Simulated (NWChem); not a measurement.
System: NaOH; SMILES [OH][Na]

Output (shortened):

```
             Northwest Computational Chemistry Package (NWChem) 7.3.0
             --------------------------------------------------------

                             Geometry "geometry" -> ""
                             -------------------------

 Output coordinates in angstroms (scale by  1.889725989 to convert to a.u.)

  No.       Tag          Charge          X              Y              Z
 ---- ---------------- ---------- -------------- -------------- --------------
    1 Na                  11.0000    -0.06623600    -0.95414300     0.00000000
    2 O                    8.0000     0.13276000     0.96455000     0.00000000
    3 H                    1.0000     0.23087700     1.91060700     0.00000000

 Effective nuclear repulsion energy (a.u.)      30.6129985209

  xc_inp: hfexch multiplicative factor not found.
                              NWChem Property Module
                              ----------------------

  itol2e modified to match energy
  convergence criterion.

                                 NWChem DFT Module
                                 -----------------

 Summary of "ao basis" -> "ao basis" (spherical)
 ------------------------------------------------------------------------------
       Tag                 Description            Shells   Functions and Types
 ---------------- ------------------------------  ------  ---------------------
 Na                         pcsseg-2                12       28   5s6p1d
 O                          pcsseg-2                12       36   4s5p2d1f
 H                          pcsseg-2                 6       14   3s2p1d

  itol2e modified to match energy
  convergence criterion.

            General Information
            -------------------
          SCF calculation type: DFT
          Wavefunction type:  closed shell.
          No. of atoms     :     3
          No. of electrons :    20
           Alpha electrons :    10
            Beta electrons :    10
          Charge           :     0
          Spin multiplicity:     1
          Use of symmetry is: off; symmetry adaption is: off
          Maximum number of iterations: 150
          AO basis - number of functions:    78
                     number of shells:    30
          Convergence on energy requested:  1.00D-07
          Convergence on density requested:  1.00D-05
          Convergence on gradient requested:  5.00D-04

              XC Information
              --------------
                     Hartree-Fock (Exact) Exchange  1.000

[...]

          -----------------------------------------
          Chemical Shielding Tensors (GIAO, in ppm)
          -----------------------------------------

                                NWChem CPHF Module
                                ------------------

  scftype          =     RHF
  nclosed          =       10
  nopen            =        0
  variables        =      680
  # of vectors     =        3
  tolerance        = 0.10D-03
  level shift      = 0.00D+00
  max iterations   =       50
  max subspace     =       30

 SCF residual:    4.9668531696305717E-005

Iterative solution of linear equations
  No. of variables      680
  No. of equations        3
  Maximum subspace       30
        Iterations       50
       Convergence  1.0D-04

   iter   nsub   residual    time
   ----  ------  --------  ---------
     1      3    4.39D-01      12.1
     2      6    6.59D-02      14.4
     3      9    1.73D-02      16.6
     4     12    2.89D-03      18.9
     5     15    6.48D-04      21.2
     6     18    2.04D-04      23.5
     7     21    1.90D-05      26.0

      Atom:    1  Na
        Diamagnetic
    627.0452      0.3753      0.0000
      0.3753    630.6253      0.0000
      0.0000      0.0000    627.0063

        Paramagnetic
    -65.2419      6.7665      0.0000
      6.7665     -0.7018     -0.0000
      0.0000     -0.0000    -65.9427

        Total Shielding Tensor
    561.8034      7.1418      0.0000
      7.1418    629.9235     -0.0000
      0.0000     -0.0000    561.0636

           isotropic =     584.2635
          anisotropy =      69.6011

          Principal Components and Axis System
                 1           2           3
              630.6642    561.0636    561.0627

      1         0.1032      0.0000      0.9947
      2         0.9947     -0.0000     -0.1032
      3         0.0000      1.0000     -0.0000

      Atom:    2  O
        Diamagnetic
    383.8919      3.1979      0.0000
      3.1979    414.3942      0.0000
      0.0000      0.0000    383.5603

        Paramagnetic
    -32.5857      3.3795      0.0000
      3.3795     -0.3505     -0.0000
      0.0000     -0.0000    -32.9273

        Total Shielding Tensor
    351.3062      6.5774      0.0000
      6.5774    414.0437     -0.0000
      0.0000     -0.0000    350.6330

           isotropic =     371.9943
          anisotropy =      64.0973

          Principal Components and Axis System
                 1           2           3
              414.7259    350.6330    350.6241

      1         0.1032      0.0000      0.9947
      2         0.9947     -0.0000     -0.1032
      3        -0.0000      1.0000     -0.0000

      Atom:    3  H
        Diamagnetic
     27.2193      2.2843      0.0000
      2.2843     49.0081      0.0000
      0.0000      0.0000     26.9824

        Paramagnetic
     -1.2311      0.1277     -0.0000
      0.1277     -0.0132      0.0000
     -0.0000      0.0000     -1.2445

        Total Shielding Tensor
     25.9883      2.4120     -0.0000
      2.4120     48.9948      0.0000
     -0.0000      0.0000     25.7380

           isotropic =      33.5737
          anisotropy =      23.5069

          Principal Components and Axis System
                 1           2           3
               49.2450     25.7381     25.7380

      1         0.1032      0.9947      0.0000
      2         0.9947     -0.1032     -0.0000
      3         0.0000     -0.0000      1.0000
```

Level: Hartree-Fock/pcSseg-2, GIAO. Structure relaxed at the PBE0-D3(BJ)/def2-TZVP level. The printed shielding anisotropy is the first printed principal value minus the mean of the other two.

Q: Reconstruct the input file.

A: One answer among several that fit: the input that was run:
```
start job
memory heap 200 mb stack 900 mb global 1100 mb
geometry units angstroms noautosym nocenter noautoz
  Na    -0.066236    -0.954143     0.000000
  O      0.132760     0.964550     0.000000
  H      0.230877     1.910607     0.000000
end
basis spherical
  * library pcsseg-2
end
dft
  xc hfexch
  iterations 150
end
property
  shielding
end
task dft property
```
